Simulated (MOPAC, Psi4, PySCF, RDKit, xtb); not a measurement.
Two geometries of SMILES CSC[SeH], relaxed at B3LYP-D3(BJ)/def2-SVP with one dihedral held; other torsions can differ between them too.

Structure A

```
10

C     -1.5641     0.4289     0.0924
S     -0.4307    -0.7303     0.9224
C      0.9104    -0.7787    -0.2878
Se     2.0129     0.8783    -0.2240
H     -2.4146     0.5804     0.7718
H     -1.0747     1.3958    -0.0933
H     -1.9330     0.0108    -0.8567
H      0.5168    -0.9199    -1.3041
H      1.5422    -1.6348    -0.0186
H      2.9398     0.4613    -1.2999
```

Structure B

```
10

C     -1.5521     0.4432     0.0829
S     -0.5137    -0.8130     0.8858
C      0.8922    -0.8081    -0.2519
Se     1.9240     0.9008    -0.3683
H     -2.4694     0.5315     0.6817
H     -1.0443     1.4205     0.0712
H     -1.8216     0.1480    -0.9432
H      0.5585    -1.0501    -1.2706
H      1.5805    -1.5919     0.0861
H      3.1980     0.3021     0.0705
```

**Question.** Which is lower in energy at the level Psi4 1.11 with DF-MP2 (frozen core)/cc-pVTZ // B3LYP-D3(BJ)/def2-SVP, and by how much?

**Answer.** A is lower, by 1.09 kcal/mol (dihedral S2–C3–Se4–H10: 180° in A, 120° in B).

E(B) − E(A) in kcal/mol at the other levels, on the same two geometries: B3LYP/def2-TZVP // B3LYP-D3(BJ)/def2-SVP (Psi4) 0.95; B3LYP-D3(BJ)/def2-TZVP // B3LYP-D3(BJ)/def2-SVP (Psi4) 0.90; PBE/def2-TZVP // B3LYP-D3(BJ)/def2-SVP (Psi4) 0.77; PBE-D3(BJ)/def2-TZVP // B3LYP-D3(BJ)/def2-SVP (Psi4) 0.74; HF/cc-pVTZ // B3LYP-D3(BJ)/def2-SVP (Psi4) 1.50; UFF // B3LYP-D3(BJ)/def2-SVP (RDKit) 2.30; AM1, restricted, heats of formation // B3LYP-D3(BJ)/def2-SVP (MOPAC) 1.13; PM3, restricted, heats of formation // B3LYP-D3(BJ)/def2-SVP (MOPAC) 1.53; GFN1-xTB // B3LYP-D3(BJ)/def2-SVP (xtb) 0.46; restricted B3LYP/6-31G*, spherical d // B3LYP-D3(BJ)/def2-SVP (PySCF) 0.92; restricted Hartree-Fock/LANL2DZ, with its core potentials past Ne // B3LYP-D3(BJ)/def2-SVP (PySCF) 0.99; restricted Hartree-Fock/STO-3G // B3LYP-D3(BJ)/def2-SVP (PySCF) -0.06.
